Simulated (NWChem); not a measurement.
System meant: CH4GeO2; SMILES O=C[O][GeH3]

Input file for NWChem:

```
start job
memory heap 200 mb stack 900 mb global 1100 mb
geometry units angstroms noautoz
  O      0.901032     1.845053     0.000000
  C     -0.299800     1.764747     0.000000
  O     -0.975076     0.632414     0.000000
  Ge     0.074301    -0.886594     0.000000
  H     -0.979238     2.644202     0.000000
  H      0.911486    -0.897996    -1.280830
  H      0.911486    -0.897996     1.280830
  H     -1.004886    -1.973894     0.000000
end
basis spherical
  * library def2-svp
end
dft
  odft
  mult 2
  xc xpbe96 cpbe96
  iterations 150
  mulliken
end
task dft energy
```

End of the output:

```
                                 NWChem DFT Module
                                 -----------------

 Summary of "ao basis" -> "ao basis" (spherical)
 ------------------------------------------------------------------------------
       Tag                 Description            Shells   Functions and Types
 ---------------- ------------------------------  ------  ---------------------
 O                          def2-svp                 6       14   3s2p1d
 C                          def2-svp                 6       14   3s2p1d
 Ge                         def2-svp                12       32   5s4p3d
 H                          def2-svp                 3        5   2s1p

 Summary of "ao basis" -> "ao basis" (spherical)
 ------------------------------------------------------------------------------
       Tag                 Description            Shells   Functions and Types
 ---------------- ------------------------------  ------  ---------------------
 O                          def2-svp                 6       14   3s2p1d
 C                          def2-svp                 6       14   3s2p1d
 Ge                         def2-svp                12       32   5s4p3d
 H                          def2-svp                 3        5   2s1p

      Symmetry analysis of basis
      --------------------------

        a'         65
        a"         29

  number of electrons :                   58
  multiplicity        :                    2
 ------------------------------------------------------------------------
  no. of electrons and multiplicity not compatible                  58
 ------------------------------------------------------------------------
 ------------------------------------------------------------------------
  current input line :
    23: task dft energy
 ------------------------------------------------------------------------
 ------------------------------------------------------------------------
 There is an error in the input file
 ------------------------------------------------------------------------
 For more information see the NWChem manual at https://nwchemgit.github.io

0: no. of electrons and multiplicity not compatible:Received an Error in Communication
```

Task: Find the fault in this run and fix the input.

Result: The program refused the input. Cause: the multiplicity doesn't fit the number of electrons (an even count wants an odd multiplicity, and the reverse). This input runs:
```
start job
memory heap 200 mb stack 900 mb global 1100 mb
geometry units angstroms noautoz
  O      0.901032     1.845053     0.000000
  C     -0.299800     1.764747     0.000000
  O     -0.975076     0.632414     0.000000
  Ge     0.074301    -0.886594     0.000000
  H     -0.979238     2.644202     0.000000
  H      0.911486    -0.897996    -1.280830
  H      0.911486    -0.897996     1.280830
  H     -1.004886    -1.973894     0.000000
end
basis spherical
  O library def2-svp
  C library def2-svp
  Ge library def2-svp
  H library def2-svp
end
dft
  xc xpbe96 cpbe96
  iterations 150
  mulliken
end
task dft energy
```
It converges to -2267.05119 Ha (PBE/def2-SVP).
